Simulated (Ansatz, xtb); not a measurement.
## CH6Sn2: which of two structures lies lower

Structure a is a singlet given by its coordinates and structure b is `[CH3][SnH2][SnH]`, a singlet. Both are isolated molecules in the gas phase, relaxed with r2SCAN-D4/def2-SVP; the shapes shown needn't be the lowest conformers.

a (Å):

```yaml
atoms:
  - { symbol: C, position_ang: [-1.1827, -0.0419, 0.9649] }
  - { symbol: Sn, position_ang: [1.3231, 0.1221, -2.1702] }
  - { symbol: Sn, position_ang: [-1.2657, 1.3063, -0.7846] }
  - { symbol: H, position_ang: [1.4761, -1.0080, -0.8029] }
  - { symbol: H, position_ang: [-2.1249, -0.6127, 1.0198] }
  - { symbol: H, position_ang: [-0.6065, -0.0653, -2.0525] }
  - { symbol: H, position_ang: [0.7027, 1.4770, -0.9246] }
  - { symbol: H, position_ang: [-0.3362, -0.7413, 0.9262] }
  - { symbol: H, position_ang: [-1.1095, 0.5681, 1.8809] }
```

Close contacts (Å): C1–Sn3 2.21, Sn2–Sn3 3.17, C1–H5 1.10, C1–H8 1.10, C1–H9 1.10, Sn2–H4 1.78, Sn2–H6 1.94, Sn2–H7 1.94, Sn3–H6 1.98, Sn3–H7 1.98.

b (Å):

```xyz
9

C    -0.9262    1.9891    0.3871
Sn    0.7253    0.8137   -0.4022
Sn    0.9112   -1.8960    0.5263
H    -0.8261    3.0313    0.0501
H    -0.9100    1.9583    1.4858
H    -1.8852    1.5875    0.0301
H     2.1757    1.6189    0.1027
H     0.6960    0.9860   -2.1220
H     0.4277   -1.2862    2.1318
```

Q: Which of the two would you expect CCSD(T)/def2-SVP + ΔMP2/def2-TZVPP electronic energies to favour?

A: Not settled: CCSD(T)/def2-SVP + ΔMP2/def2-TZVPP gives E(b) − E(a) = +4.1 kcal/mol, but this leans on the basis-set step: CCSD(T) alone gives −0.3 kcal/mol.

The same difference at several levels:

| level | geometry | E(b) − E(a) (kcal/mol) | departure from the last row (kcal/mol) | job, with rough time for the two |
| --- | --- | --- | --- | --- |
| GFN2-xTB | GFN2-xTB | +14.5 | +10.4 | optimisation, 0.39 s |
| HF/STO-3G | GFN2-xTB | −69.1 | −73.2 | single point, 3.1 s |
| r2SCAN-D4/def2-SVP//GFN2-xTB | GFN2-xTB | +0.5 | −3.6 | single point, 7.5 s |
| r2SCAN-D4/def2-SVP | r2SCAN-D4/def2-SVP | +4.8 | +0.7 | optimisation, 1.7 min |
| HF/def2-SVP | r2SCAN-D4/def2-SVP | −6.2 | −10.3 | part of the CCSD(T) run |
| MP2/def2-SVP | r2SCAN-D4/def2-SVP | −1.0 | −5.0 | part of the CCSD(T) run |
| CCSD(T)/def2-SVP | r2SCAN-D4/def2-SVP | −0.3 | −4.4 | single point |
| CCSD(T)/def2-SVP + ΔMP2/def2-TZVPP | r2SCAN-D4/def2-SVP | +4.1 |  | single point, 62 s |

HF/STO-3G, HF/def2-SVP, MP2/def2-SVP put the two in the other order. r2SCAN-D4/def2-SVP//GFN2-xTB, CCSD(T)/def2-SVP find them nearly level. The largest departure from CCSD(T)/def2-SVP + ΔMP2/def2-TZVPP is that of HF/STO-3G, 73.2 kcal/mol. The last row adds to CCSD(T) the change of the MP2 difference between the two basis sets, here +4.4 kcal/mol, a large step that makes the value less sure.

With harmonic frequencies from r2SCAN-D4/def2-SVP (ideal gas, rigid rotor, one conformer each, 298.15 K, 1 atm): on the last row, ΔE + ΔZPE = +3.8 kcal/mol. A mode under 50 cm⁻¹ makes harmonic enthalpies and free energies unreliable, so none is given.

The correlated steps freeze 9 core orbitals; the filled d shell of Sn is correlated, in a basis made for valence electrons. Atoms past krypton carry core potentials in the def2 sets, other sets are all-electron and non-relativistic, and no spin–orbit term is included. Programs: Ansatz 0.2.0, xtb 6.7.1; the last row on 1 thread of Arm Neoverse V1 on a shared host.
